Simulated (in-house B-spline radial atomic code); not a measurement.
**Ionising F VII (F6+) with different functionals**

Computed with an all-electron radial atomic-structure program (B-spline basis): scalar-relativistic (spin-free X2C) Hamiltonian, Fermi nucleus of rms radius 2.8976 fm, spin-polarised at highest spin, spherical fractional occupations for the functionals, the average over the highest-spin determinants for Hartree-Fock. The ionisation energy is the difference of two self-consistent energies, [He] 2s1 → 1s2, without Breit or QED terms; ε is the level of the shell that loses the electron (its least bound occupied spin orbital).

| method | rung | ΔSCF (eV) | -ε(2s) (eV) |
| --- | --- | --- | --- |
| Hartree-Fock | Hartree-Fock | 185.07 | 185.08 |
| HF fractional | Hartree-Fock | 185.07 | 185.08 |
| LDA VWN5 | LDA | 184.78 | 173.00 |
| LDA PW92 | LDA | 184.78 | 173.00 |
| LDA exchange-only | LDA | 183.76 | 171.95 |
| PBE | GGA | ? | ? |
| PBEsol | GGA | 185.18 | 173.39 |
| BLYP | GGA | 186.26 | 173.86 |
| RPBE | GGA | 186.05 | 173.97 |
| PW91 | GGA | 186.03 | 173.99 |
| BP86 | GGA | 185.46 | 173.85 |
| AM05 | GGA | 184.77 | 173.13 |
| OLYP | GGA | 186.21 | 174.02 |
| TPSS | meta-GGA | 185.71 | 174.30 |
| r2SCAN | meta-GGA | 184.94 | 174.54 |
| revTPSS | meta-GGA | 185.52 | 174.35 |
| PBE0 | global hybrid | 185.75 | 176.80 |
| B3LYP | global hybrid | 186.19 | 176.29 |
| TPSSh | global hybrid | 185.67 | 175.41 |
| BHandHLYP | global hybrid | 186.05 | 179.65 |
| r2SCAN0 | global hybrid | 185.06 | 177.25 |
| B97-1 | global hybrid | 185.53 | 176.24 |
| HSE06 | range-separated hybrid | 185.75 | 176.37 |
| wB97X | range-separated hybrid | 183.79 | 179.13 |
| CAM-B3LYP | range-separated hybrid | ? | ? |
| LC-wPBE | range-separated hybrid | 186.00 | 179.61 |

(1) What does CAM-B3LYP give?

(2) What does PBE give?

(3) Among the functionals, which spreads more, the ΔSCF values or the orbital energies?

(4) How do they compare with the NIST value?

Results:

(1) ΔSCF 186.07 eV, and -ε(2s) = 178.25 eV.

(2) ΔSCF 185.89 eV, and -ε(2s) = 173.87 eV.

(3) The orbital energies: ΔSCF values span about 2.51 eV and the orbital energies 7.70 eV.

(4) NIST lists 185.187 eV (measured, ground level to ground level). Errors run from -1.43 to +1.08 eV; PBEsol is closest (-0.01 eV), but part of that can be cancellation, since the calculations leave out Breit-QED terms. Hartree-Fock also lacks correlation.
